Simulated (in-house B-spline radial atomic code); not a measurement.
Removal energies of one electron outside the [He] 2s2 2p6 core along the 11-electron series, with the parts due to correlation (partial-wave tail included) and to Breit and QED terms, both contained in the total; recoil is left out. Computed with a B-spline radial code for spherical atoms: frozen-core Dirac-Hartree-Fock with a screened correlation potential.

```tsv
ion	Z	removal energy of 3s1/2 (eV)	correlation part of 3s1/2 (eV)	Breit and QED part of 3s1/2 (eV)	removal energy of 4p1/2 (eV)	correlation part of 4p1/2 (eV)	Breit and QED part of 4p1/2 (eV)
Cs44+	55	3485.35	0.85363	-3.7409	1854.06	0.45974	-1.3967
Ba45+	56	3641.04	0.85738	-3.9996	1938.05	0.4632	-1.4929
La46+	57	3800.52	0.86153	-4.2711	2024.07	0.46724	-1.5938
Ce47+	58	?	?	?	?	?	?
Pr48+	59	4130.96	0.86966	-4.8544	2202.22	0.47416	-1.8104
Nd49+	60	4302	0.87338	-5.167	2294.39	0.47742	-1.9266
Pm50+	61	4476.98	0.87796	-5.4943	2388.66	0.48137	-2.0481
Sm51+	62	4655.93	0.88426	-5.8365	2485.03	0.48538	-2.1753
Eu52+	63	4838.91	0.88813	-6.1947	2583.52	0.48873	-2.3082
Gd53+	64	5025.95	0.89276	-6.5686	2684.15	0.49251	-2.4472
Tb54+	65	?	?	?	?	?	?
Dy55+	66	?	?	?	?	?	?
Ho56+	67	5611.97	0.90782	-7.7933	2999.12	0.5042	-2.9024
Er57+	68	5815.76	0.91265	-8.2374	3108.54	0.50803	-3.0677
Tm58+	69	6023.89	0.91727	-8.7008	3220.21	0.51175	-3.2399
Yb59+	70	6236.37	0.92123	-9.1833	3334.15	0.51516	-3.4195
Lu60+	71	6453.29	0.92643	-9.6862	3450.39	0.51962	-3.607
```

Q: Fill in the row of Ce47+.

A: removal energy of 3s1/2 (eV): 3963.81; correlation part of 3s1/2 (eV): 0.86589; Breit and QED part of 3s1/2 (eV): -4.5559; removal energy of 4p1/2 (eV): 2112.12; correlation part of 4p1/2 (eV): 0.47085; Breit and QED part of 4p1/2 (eV): -1.6996.

Q: Fill in the row of Tb54+.

A: removal energy of 3s1/2 (eV): 5217.12; correlation part of 3s1/2 (eV): 0.89749; Breit and QED part of 3s1/2 (eV): -6.9599; removal energy of 4p1/2 (eV): 2786.95; correlation part of 4p1/2 (eV): 0.49624; Breit and QED part of 4p1/2 (eV): -2.5924.

Q: Fill in the row of Dy55+.

A: removal energy of 3s1/2 (eV): 5412.43; correlation part of 3s1/2 (eV): 0.90294; Breit and QED part of 3s1/2 (eV): -7.3675; removal energy of 4p1/2 (eV): 2891.93; correlation part of 4p1/2 (eV): 0.49972; Breit and QED part of 4p1/2 (eV): -2.7441.
